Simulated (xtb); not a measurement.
xtb job for C₅H₅Cl, SMILES C=C(Cl)C#CC, GFN2-xTB. 

```
$ xtb mol.xyz --gfn 2 --sp --chrg 0 --uhf 0 --json
$ cat mol.xyz
11

C     -1.97684036    -0.71302163     0.46758691
C     -0.89889371    -0.05261947     0.06241910
Cl    -1.04515502     1.47121058    -0.78010520
C      0.43084228    -0.47590484     0.25117890
C      1.58965802    -0.77814071     0.37361205
C      2.96433683    -1.17765500     0.54644766
H     -2.96891284    -0.33836168     0.29399526
H     -1.87565308    -1.65014512     0.98584286
H      3.03770290    -2.26455295     0.57428677
H      3.35362891    -0.77239347     1.48030651
H      3.56625127    -0.80107690    -0.28011054
```

Log of the run:

```
[banner left out]
          |                Calculation Setup                |
           -------------------------------------------------



           -------------------------------------------------
          |                 G F N 2 - x T B                 |
           -------------------------------------------------

        Reference                      10.1021/acs.jctc.8b01176
      * Hamiltonian:
        H0-scaling (s, p, d)           1.850000    2.230000    2.230000
        zeta-weighting                 0.500000
      * Dispersion:
        s8                             2.700000
        a1                             0.520000
        a2                             5.000000
        s9                             5.000000
      * Repulsion:
        kExp                           1.500000    1.000000
        rExp                           1.000000
      * Coulomb:
        alpha                          2.000000
        third order                    shell-resolved
        anisotropic                    true
        a3                             3.000000
        a5                             4.000000
        cn-shift                       1.200000
        cn-exp                         4.000000
        max-rad                        5.000000


          ...................................................
          :                      SETUP                      :
          :.................................................:
          :  # basis functions                  35          :
          :  # atomic orbitals                  34          :
          :  # shells                           18          :
          :  # electrons                        32          :
          :  max. iterations                   250          :
          :  Hamiltonian                  GFN2-xTB          :
          :  restarted?                      false          :
          :  GBSA solvation                  false          :
          :  PC potential                    false          :
          :  electronic temp.          300.0000000     K    :
          :  accuracy                    1.0000000          :
          :  -> integral cutoff          0.2500000E+02      :
          :  -> integral neglect         0.1000000E-07      :
          :  -> SCF convergence          0.1000000E-05 Eh   :
          :  -> wf. convergence          0.1000000E-03 e    :
          :  Broyden damping             0.4000000          :
          :  net charge                          0          :
          :  unpaired electrons                  0          :
          ...................................................

 iter      E             dE          RMSdq      gap      omega  full diag
   1    -18.0009535 -0.180010E+02  0.637E+00    4.13       0.0  T
   2    -18.0151680 -0.142146E-01  0.383E+00    3.93       1.0  T
   3    -17.9744512  0.407168E-01  0.246E+00    4.05       1.0  T
   4    -18.0212262 -0.467750E-01  0.563E-01    3.92       1.0  T
   5    -18.0236668 -0.244059E-02  0.259E-01    3.91       1.0  T
   6    -18.0242537 -0.586861E-03  0.878E-02    3.92       1.0  T
   7    -18.0242712 -0.175745E-04  0.639E-02    3.92       1.0  T
   8    -18.0242855 -0.143160E-04  0.404E-02    3.92       1.0  T
   9    -18.0242945 -0.891335E-05  0.145E-02    3.92       2.1  T
  10    -18.0242952 -0.716149E-06  0.557E-03    3.92       5.4  T
  11    -18.0242952 -0.756854E-07  0.822E-04    3.92      36.7  T
  12    -18.0242953 -0.173022E-08  0.327E-04    3.92      92.3  T

   *** convergence criteria satisfied after 12 iterations ***

         #    Occupation            Energy/Eh            Energy/eV
      -------------------------------------------------------------
         1        2.0000           -1.0497353             -28.5648
       ...           ...                  ...                  ...
        10        2.0000           -0.4931808             -13.4201
        11        2.0000           -0.4794351             -13.0461
        12        2.0000           -0.4579556             -12.4616
        13        2.0000           -0.4192904             -11.4095
        14        2.0000           -0.4184467             -11.3865
        15        2.0000           -0.4091497             -11.1335
        16        2.0000           -0.3895057             -10.5990 (HOMO)
        17                         -0.2453726              -6.6769 (LUMO)
        18                         -0.1824810              -4.9656
        19                         -0.1085038              -2.9525
        20                         -0.1077189              -2.9312
        21                          0.0191731               0.5217
       ...                                ...                  ...
        34                          1.4135645              38.4650
      -------------------------------------------------------------
                  HL-Gap            0.1441331 Eh            3.9221 eV
             Fermi-level           -0.3174392 Eh           -8.6380 eV

 SCC (total)                   0 d,  0 h,  0 min,  0.006 sec
 SCC setup                      ...        0 min,  0.000 sec (  1.383%)
 Dispersion                     ...        0 min,  0.000 sec (  0.719%)
 classical contributions        ...        0 min,  0.000 sec (  0.223%)
 integral evaluation            ...        0 min,  0.001 sec ( 13.390%)
 iterations                     ...        0 min,  0.003 sec ( 43.325%)
 molecular gradient             ...        0 min,  0.002 sec ( 39.222%)
 printout                       ...        0 min,  0.000 sec (  1.606%)

         :::::::::::::::::::::::::::::::::::::::::::::::::::::
         ::                     SUMMARY                     ::
         :::::::::::::::::::::::::::::::::::::::::::::::::::::
         :: total energy             -17.718029366720 Eh    ::
         :: gradient norm              0.000239385906 Eh/a0 ::
         :: HOMO-LUMO gap              3.922060750274 eV    ::
         ::.................................................::
         :: SCC energy               -18.024294104863 Eh    ::
         :: -> isotropic ES            0.007056536049 Eh    ::
         :: -> anisotropic ES         -0.001325928823 Eh    ::
         :: -> anisotropic XC          0.011999814535 Eh    ::
         :: -> dispersion             -0.006525641024 Eh    ::
         :: repulsion energy           0.306264738143 Eh    ::
         :: add. restraining           0.000000000000 Eh    ::
         :: total charge              -0.000000000000 e     ::
         :::::::::::::::::::::::::::::::::::::::::::::::::::::

           -------------------------------------------------
          |                Property Printout                |
           -------------------------------------------------

    * Orbital Energies and Occupations

         #    Occupation            Energy/Eh            Energy/eV
      -------------------------------------------------------------
         1        2.0000           -1.0497353             -28.5648
       ...           ...                  ...                  ...
         4        2.0000           -0.6101204             -16.6022
         5        2.0000           -0.5743203             -15.6281
         6        2.0000           -0.5336496             -14.5213
         7        2.0000           -0.5096334             -13.8678
         8        2.0000           -0.5038590             -13.7107
         9        2.0000           -0.5016465             -13.6505
        10        2.0000           -0.4931808             -13.4201
        11        2.0000           -0.4794351             -13.0461
        12        2.0000           -0.4579556             -12.4616
        13        2.0000           -0.4192904             -11.4095
        14        2.0000           -0.4184467             -11.3865
        15        2.0000           -0.4091497             -11.1335
        16        2.0000           -0.3895057             -10.5990 (HOMO)
        17                         -0.2453726              -6.6769 (LUMO)
        18                         -0.1824810              -4.9656
        19                         -0.1085038              -2.9525
        20                         -0.1077189              -2.9312
        21                          0.0191731               0.5217
        22                          0.0268725               0.7312
        23                          0.0270342               0.7356
        24                          0.0391331               1.0649
        25                          0.0637730               1.7354
        26                          0.1393266               3.7913
        27                          0.1605310               4.3683
       ...                                ...                  ...
        34                          1.4135645              38.4650
      -------------------------------------------------------------
                  HL-Gap            0.1441331 Eh            3.9221 eV
             Fermi-level           -0.3174392 Eh           -8.6380 eV

     #   Z          covCN         q      C6AA      α(0)
     1   6 C        2.888    -0.102    30.578     9.066
     2   6 C        2.851     0.127    25.219     8.231
     3  17 Cl       0.991    -0.185   104.975    15.675
     4   6 C        2.030    -0.050    32.341     9.185
     5   6 C        1.961    -0.018    31.540     9.069
     6   6 C        3.753    -0.090    22.279     6.731
     7   1 H        0.926     0.063     2.168     2.302
     8   1 H        0.926     0.061     2.185     2.312
     9   1 H        0.925     0.063     2.164     2.300
    10   1 H        0.925     0.066     2.135     2.285
    11   1 H        0.925     0.066     2.133     2.284

 Mol. C6AA /au·bohr⁶  :       1947.702921
 Mol. C8AA /au·bohr⁸  :      54976.057662
 Mol. α(0) /au        :         69.439426


Wiberg/Mayer (AO) data.
largest (>0.10) Wiberg bond orders for each atom

 ---------------------------------------------------------------------------
     #   Z sym  total        # sym  WBO       # sym  WBO       # sym  WBO
 ---------------------------------------------------------------------------
     1   6 C    3.978 --     2 C    1.826     7 H    0.973     8 H    0.968
                             5 C    0.124
     2   6 C    3.920 --     1 C    1.826     4 C    1.126     3 Cl   0.941
     3  17 Cl   1.100 --     2 C    0.941
     4   6 C    3.979 --     5 C    2.716     2 C    1.126
     5   6 C    3.979 --     4 C    2.716     6 C    1.078     1 C    0.124
     6   6 C    3.995 --     5 C    1.078     9 H    0.961    11 H    0.960
                            10 H    0.958
     7   1 H    0.995 --     1 C    0.973
     8   1 H    0.996 --     1 C    0.968
     9   1 H    0.995 --     6 C    0.961
    10   1 H    0.989 --     6 C    0.958
    11   1 H    0.994 --     6 C    0.960
 ---------------------------------------------------------------------------

Topologies differ in total number of bonds
Writing topology from bond orders to xtbtopo.mol

molecular dipole:
                 x           y           z       tot (Debye)
 q only:        0.586      -0.813       0.434
   full:        0.586      -0.607       0.320       2.294
molecular quadrupole (traceless):
                xx          xy          yy          xz          yz          zz
 q only:        5.550      -0.248      -3.011      -0.124       0.360      -2.539
  q+dip:        8.441      -1.737      -3.677       0.499      -0.803      -4.765
   full:        5.832      -1.218      -2.505       0.364      -0.622      -3.328


           -------------------------------------------------
          | TOTAL ENERGY              -17.718029366720 Eh   |
          | GRADIENT NORM               0.000239385906 Eh/α |
          | HOMO-LUMO GAP               3.922060750274 eV   |
           -------------------------------------------------
Note: The following floating-point exceptions are signalling: IEEE_UNDERFLOW_FLAG IEEE_DENORMAL
normal termination of xtb

------------------------------------------------------------------------
------------------------------------------------------------------------
 total:
 SCF:
```

Self-consistency was reached.
